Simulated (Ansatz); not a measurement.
Geometry optimisation, RKS PBE0/def2-SVP in Ansatz 0.2.0.

input.yaml

```yaml
crystal:
  periodic: [false, false, false]
  atoms:
    - { symbol: O, position_ang: [1.3306, -2.1462, -0.039] }
    - { symbol: B, position_ang: [0.6454, -0.9498, -0.6868] }
    - { symbol: O, position_ang: [-0.0069, -1.1081, -2.0139] }
    - { symbol: "N", position_ang: [0.7433, 0.4218, 0.0192] }
    - { symbol: Si, position_ang: [-0.4051, 0.2944, 1.4411] }
    - { symbol: As, position_ang: [0.0303, 1.8013, -1.1524] }
    - { symbol: H, position_ang: [2.2468, -2.0761, -0.3643] }
    - { symbol: H, position_ang: [-0.8742, -1.3397, -1.8093] }
    - { symbol: H, position_ang: [-1.7672, -0.0457, 1.0869] }
    - { symbol: H, position_ang: [0.1075, -0.7212, 2.4055] }
    - { symbol: H, position_ang: [-0.4449, 1.5934, 2.1823] }
    - { symbol: H, position_ang: [1.44268, 2.44331, -1.40263] }
    - { symbol: H, position_ang: [0.04159, 0.95038, -2.51768] }
basis:
  gaussian: { orbitals: def2-SVP }
hamiltonian:
  xc: pbe0
relax:
  f_tol: 0.015
  max_steps: 40
output:
  orbitals: {}
```

Run as:

```bash
$ ansatz run input.yaml --threads 2 --pin off --max-ram 3072MiB --backend cpu --events-out ev --progress --plain --runs-dir out
```

Task: Where does it end, and by what steps?

Result: The forces met the threshold. After 18 steps the energy has fallen by 2.284 eV; H8 moved furthest, 2.00 Å.

```
step  energy less start (eV)  largest force component (eV/Å)  accepted
   0                  0.0000                           3.932       yes
   1                 -0.9364                           1.912       yes
   2                 -1.1994                           1.127       yes
   3                 -1.3972                           0.763       yes
   4                 -1.5091                           0.454       yes
   5                 -1.5852                           0.441       yes
   6                 -1.6696                           0.639       yes
   7                 -1.7833                           0.952       yes
   8                 -1.9134                           0.916       yes
   9                 -2.0014                           1.331       yes
  10                 -2.1104                           0.706       yes
  11                 -2.1881                           0.355       yes
  12                 -2.2327                           0.246       yes
  13                 -2.2414                           0.623       yes
  14                 -2.2782                           0.118       yes
  15                 -2.2807                           0.238       yes
  16                 -2.2826                           0.120       yes
  17                 -2.2842                           0.016       yes
  18                 -2.2844                           0.005       yes
```

```xyz
13
Properties=species:S:1:pos:R:3
O 0.474 -1.963 0.055
B 0.474 -0.849 -0.752
O 0.767 -0.869 -2.089
N 0.140 0.390 -0.112
Si -0.222 0.370 1.611
As 0.077 2.010 -1.046
H 0.699 -2.796 -0.364
H 0.978 -1.735 -2.447
H -1.418 -0.468 1.926
H 0.932 -0.126 2.421
H -0.511 1.782 2.006
H 1.400 1.862 -1.797
H -0.700 1.509 -2.263
```

Run time: 86 s on 2 threads of Intel(R) Xeon(R) Platinum 8488C (Sapphire Rapids) (shared host), peak memory 0.46 GiB.
